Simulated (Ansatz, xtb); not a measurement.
C6H5ClO2: which of two isomers lies lower

Structure I: `O=CC[C@@H]1C=C(Cl)C1=O`, a singlet. Structure II: `O=C1C(Cl)=C[C@@H]1/C=C/O`, a singlet. Both are isolated molecules in the gas phase, relaxed with B3LYP/def2-SVP, each in the lowest conformer that the search found.

Quicker runs give these differences E(II) − E(I): GFN2-xTB +0.059 eV; HF/STO-3G +0.652 eV (at GFN2-xTB geometries); r2SCAN-D4/def2-SVP +0.393 eV (at GFN2-xTB geometries).

Estimate E(II) − E(I) at the level CCSD(T)/def2-SVP + ΔMP2/def2-TZVPP.

Calculated at CCSD(T)/def2-SVP + ΔMP2/def2-TZVPP: E(II) − E(I) = +0.383 eV, so structure I lies lower.

Level by level:

```csv
level,geometry,E(II) − E(I) (eV),departure from the last row (eV),"job, with rough time for the two"
GFN2-xTB,GFN2-xTB,+0.059,−0.324,"optimisation, 1.2 s"
HF/STO-3G,GFN2-xTB,+0.652,+0.269,"single point, 2.4 s"
r2SCAN-D4/def2-SVP,GFN2-xTB,+0.393,+0.010,"single point, 13 s"
B3LYP/def2-SVP,B3LYP/def2-SVP,+0.402,+0.019,"optimisation, 3.9 min"
HF/def2-SVP,B3LYP/def2-SVP,+0.539,+0.156,part of the CCSD(T) run
MP2/def2-SVP,B3LYP/def2-SVP,+0.525,+0.142,part of the CCSD(T) run
CCSD(T)/def2-SVP,B3LYP/def2-SVP,+0.534,+0.152,single point
CCSD(T)/def2-SVP + ΔMP2/def2-TZVPP,B3LYP/def2-SVP,+0.383,,"single point, 6.8 min"
```

As drawn, II has 1 C=C, 1 C–O, 1 O–H in place of 1 C=O, 1 C–C, 1 C–H.

None of the levels shown reverses the order. The largest departure from CCSD(T)/def2-SVP + ΔMP2/def2-TZVPP is that of GFN2-xTB, 0.324 eV. The last row adds to CCSD(T) the change of the MP2 difference between the two basis sets, here −0.152 eV, a large step that makes the value less sure.

With thermal terms from frequencies at re-optimised GFN2-xTB minima (ideal gas, soft modes damped towards free rotors, one conformer each, 298.15 K, 1 atm): the zero-point term adds +0.011 eV; ΔH is +0.393 and ΔG +0.401 eV.

The correlated steps freeze 13 core orbitals. Run with Ansatz 0.2.0, xtb 6.7.1; the last row on 2 threads of Intel(R) Xeon(R) Processor @ 2.50GHz (Skylake/Cascade Lake) on a shared host.
